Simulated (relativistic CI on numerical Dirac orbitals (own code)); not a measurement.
## The 29-electron sequence from Cu to Cd¹⁹⁺

These numbers are calculated, not measured: Dirac-Coulomb-Breit CI, orbitals from a KLI potential per configuration, a model potential for QED, unscaled Slater integrals (own radial code, finite nucleus).

Configuration list (outside the closed core [Ar] 3d10): 4s, 4p, 4d, 4f, 5s, 5p, 5d. Levels of other configurations are missing.

Energies above each ion's lowest level, in eV. Levels are followed by their leading LS label, which can pass from one level to another where the coupling changes.

```tsv
Ion	4s ²S1/2	4p ²P°1/2	4p ²P°3/2	5s ²S1/2	4d ²D3/2
Cu	0	3.0435	3.0595	4.1647	4.8158
Zn⁺	0	5.5374	5.6261	9.974	10.876
Ga²⁺	0	7.7216	7.9123	16.55	16.88
Ge³⁺	0	9.7908	10.112	23.858	22.796
As⁴⁺	0	11.8	12.282	31.869	28.635
Se⁵⁺	0	13.773	14.449	40.569	34.413
Br⁶⁺	0	15.722	16.63	49.948	40.148
Kr⁷⁺	0	17.658	18.836	60	45.857
Rb⁸⁺	?	?	?	?	?
Sr⁹⁺	0	21.507	23.36	82.114	57.256
Zr¹¹⁺	0	25.349	28.084	106.9	68.715
Nb¹²⁺	0	27.274	30.538	120.3	74.494
Mo¹³⁺	0	29.202	33.061	134.37	80.32
Tc¹⁴⁺	0	31.136	35.661	149.12	86.202
Ru¹⁵⁺	0	33.076	38.342	164.55	92.15
Rh¹⁶⁺	0	35.024	41.113	180.65	98.172
Pd¹⁷⁺	0	36.98	43.979	197.44	104.28
Ag¹⁸⁺	0	38.945	46.948	214.91	110.47
Cd¹⁹⁺	0	40.92	50.025	233.08	116.77
```

(1) Fill in the row of Rb⁸⁺.

The lowest level keeps the configuration 4s and J = 1/2 throughout.

Between Z = 45 and 48 the energy of 4p ²P°1/2 follows a local power law Z^2.4. For orientation: electrostatic splittings inside a shell grow about linearly with the screened charge, excitations that change n as its square, and fine structure as its fourth power; written in Z itself the exponents are larger, since the screened charge grows faster in proportion.

The members near neutrality are the least accurate: they can be off by several eV, miss lower levels of configurations outside the list, or start from a wrong lowest level.

Results:

(1) 4s ²S1/2 0, 4p ²P°1/2 19.585, 4p ²P°3/2 21.076, 5s ²S1/2 70.722, 4d ²D3/2 51.556 (eV).
